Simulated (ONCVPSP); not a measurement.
# Reading a pseudo-wave (aluminium)

Columns: radius, all-electron u(r) and pseudo u(r) of the 3s shell (level -7.72 eV) of aluminium in the configuration [Ne] 3s2 3p1; PBEsol, scalar-relativistic, ONCV scheme, ONCVPSP 4.0.1.

| r (bohr) | all-electron | pseudo |
| --- | --- | --- |
| 0.098 | 0.1218 | 0.0159 |
| 0.195 | -0.0696 | 0.0324 |
| 0.292 | -0.2264 | 0.0505 |
| 0.390 | -0.2921 | 0.0721 |
| 0.488 | -0.2799 | 0.0982 |
| 0.585 | -0.2173 | 0.1293 |
| 0.682 | -0.1267 | 0.1654 |
| 0.780 | -0.0226 | 0.2062 |
| 0.878 | 0.0836 | 0.2501 |
| 0.975 | 0.1841 | 0.2961 |
| 1.072 | 0.2764 | 0.3446 |
| 1.170 | 0.3594 | 0.3955 |
| 1.268 | 0.4315 | 0.4474 |
| 1.365 | 0.4922 | 0.4975 |
| 1.463 | 0.5433 | 0.5444 |
| 1.560 | 0.5844 | 0.5844 |
| 1.658 | 0.6171 | 0.6170 |
| 1.755 | 0.6414 | 0.6414 |
| 1.852 | 0.6584 | 0.6584 |
| 1.950 | 0.6688 | 0.6688 |
| 2.047 | 0.6734 | 0.6734 |
| 2.145 | 0.6729 | 0.6729 |
| 2.242 | 0.6681 | 0.6681 |
| 2.340 | 0.6595 | 0.6595 |
| 2.438 | 0.6477 | 0.6477 |
| 2.535 | 0.6335 | 0.6335 |

**Question.** How many radial nodes do the two functions have?

**Answer.** The all-electron 3s function has n − l − 1 = 2; the pseudo-wave has 0, since the states of the same l below it are removed with the core.

**Question.** At about which radius was the pseudo-wave matched?

**Answer.** 1.85 bohr. The columns agree to 0.0005 from 1.56 bohr on; several derivatives are matched, so the curves merge somewhat inside the radius.

**Question.** Is the pseudo-wave norm-conserving?

**Answer.** Yes: the ONCV scheme keeps the norm inside the radius equal to the all-electron one, which fixes the energy derivative of the logarithmic derivative at the level.
